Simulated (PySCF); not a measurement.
Correlation energy of Ta (tantalum, neutral)

[Xe] 4f14 5d5, high-spin 6S determinant (an excited configuration). Calculation: PySCF 2.14, in x2c-TZVPPall with one added diffuse shell each of s, p, d, f type (12s8p8d4f1g, 113 functions); the spin-free X2C one-electron Hamiltonian (Gaussian nucleus). Frozen: [Xe] 4f14; 5 electrons correlated.

```csv
level,correlation energy (mhartree)
CCSD,-64.24
(T),-2.61
CCSD(T),-66.85
```

Diagnostics: T1 = 0.013, D1 = 0.0182, largest double amplitude 0.035.

Cost of the coupled-cluster step: roughly 11 core-seconds, for 5 correlated electrons.

Iterations:

```
CC2 = 0
CCSD nocc = (np.int64(5), np.int64(0)), nmo = (79, 79)
frozen orbitals [[0, 1, 2, 3, 4, 5, 6, 7, 8, 9, 10, 11, 12, 13, 14, 15, 16, 17, 18, 19, 20, 21, 22, 23, 24, 25, 26, 27, 28, 29, 30, 31, 32, 33], [0, 1, 2, 3, 4, 5, 6, 7, 8, 9, 10, 11, 12, 13, 14, 15, 16, 17, 18, 19, 20, 21, 22, 23, 24, 25, 26, 27, 28, 29, 30, 31, 32, 33]]
max_cycle = 100
direct = 0
conv_tol = 1e-08
conv_tol_normt = 1e-06
diis_space = 8
diis_start_cycle = 0
Init t2, MP2 energy = -0.054735974802605
Init E_corr(UCCSD) = -0.05473597482524
cycle = 1  E_corr(UCCSD) = -0.0617974700101023  dE = -0.00706149518  norm(t1,t2) = 0.0436458
cycle = 2  E_corr(UCCSD) = -0.0632336243557032  dE = -0.00143615435  norm(t1,t2) = 0.019647
cycle = 3  E_corr(UCCSD) = -0.0642737469382872  dE = -0.00104012258  norm(t1,t2) = 0.0107844
cycle = 4  E_corr(UCCSD) = -0.0642372027523904  dE = 3.65441859e-05  norm(t1,t2) = 0.00148221
cycle = 5  E_corr(UCCSD) = -0.064234531982341  dE = 2.67077005e-06  norm(t1,t2) = 0.000553327
cycle = 6  E_corr(UCCSD) = -0.0642418725116737  dE = -7.34052933e-06  norm(t1,t2) = 0.0001138
cycle = 7  E_corr(UCCSD) = -0.06424194936198  dE = -7.68503063e-08  norm(t1,t2) = 2.92609e-05
cycle = 8  E_corr(UCCSD) = -0.0642419506175286  dE = -1.25554853e-09  norm(t1,t2) = 1.0939e-05
cycle = 9  E_corr(UCCSD) = -0.0642420534644874  dE = -1.02846959e-07  norm(t1,t2) = 3.25501e-06
cycle = 10  E_corr(UCCSD) = -0.0642420468741064  dE = 6.590381e-09  norm(t1,t2) = 8.32157e-07
UCCSD converged
E(UCCSD) = -15599.95869897199  E_corr = -0.06424204687410638
UCCSD(T) correction = -0.00260661469426952
```
